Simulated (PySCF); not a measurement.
BGeH₉O₂Si₂.
Geometry (PBE0-D3(BJ)/def2-SVP, Å), atoms numbered from 1 in this order:
```xyz
15
BGeH9O2Si2 angstrom
O     -3.0546   -0.2736    1.0451
B     -1.7602   -0.0730    0.6848
O     -0.9642    0.9102    1.1922
Si    -0.9232   -1.3029   -0.7056
Si     1.3339   -0.7646   -1.1151
Ge     2.1090    1.1796    0.0328
H     -3.4019    0.3381    1.7056
H     -1.3671    1.4917    1.8484
H     -1.0026   -2.7303   -0.2533
H     -1.6774   -1.2125   -1.9986
H      2.2159   -1.9081   -0.7132
H      1.5490   -0.5375   -2.5809
H      1.2801    2.4243   -0.3338
H      2.0739    0.9893    1.5599
H      3.5741    1.4521   -0.3755
```

Method used: TDDFT B3LYP/def2-SVPD, vertical, gas phase, core orbitals frozen in the response (PySCF 2.14.0, density-fitted response routines). Relativistic effects, spin–orbit coupling among them, are left out although an element past zinc is present.

Transition dipole moments from the ground state, in atomic units and in the frame of the coordinates above (overall signs are arbitrary), for the states with f of 0.002 or more among the lowest 10:

```tsv
state	E (eV)	μx	μy	μz
S2	5.984	0.497	0.154	-0.085
S4	6.349	-0.534	0.355	0.519
S5	6.422	-0.445	-0.659	-0.330
S7	6.911	-1.040	-0.697	-0.096
S8	7.006	-0.114	0.065	-0.131
S9	7.040	0.494	0.013	-0.203
S10	7.162	-0.058	0.117	-0.191
```

(1) What oscillator strength does each state have?

(2) Which bond between heavy atoms lies closest to the direction of the S7 transition dipole?

(3) What angle do the transition dipoles of S4 and S9 make?

(4) How is the summed strength of these states shared among x, y and z?

(5) What peak molar absorption coefficient would the strongest computed level give as a lone Gaussian band 0.5 eV wide at half height?

Results:

(1) f = (2/3) ΔE |μ|² with ΔE in hartree (27.2114 eV).

| state | \|μ\|² (au) | \|μ\| (D) | f |
| --- | --- | --- | --- |
| S2 | 0.277 | 1.34 | 0.041 |
| S4 | 0.681 | 2.10 | 0.106 |
| S5 | 0.741 | 2.19 | 0.117 |
| S7 | 1.577 | 3.19 | 0.267 |
| S8 | 0.034 | 0.47 | 0.006 |
| S9 | 0.286 | 1.36 | 0.049 |
| S10 | 0.053 | 0.59 | 0.009 |

(2) B2–O3 and Si4–Si5, at 24° from it; next O1–B2 at 32°.

(3) |cos θ| = |μa·μb| / (|μa| |μb|) = 0.83, so θ ≈ 34° (taken between 0 and 90°, since the signs are arbitrary).

(4) (2/3) Σ ΔE μα² gives 0.340 for x, 0.177 for y and 0.078 for z, 0.595 in all.

(5) ε(max) = 2.175×10⁸ f / FWHM, with the width in cm⁻¹. S7: 2.175×10⁸ × 0.2670 / 4033 ≈ 14000 L mol⁻¹ cm⁻¹.

All these states lie below the vertical ionisation energy of 9.34 eV (ΔSCF).

One conformer stands for the species.
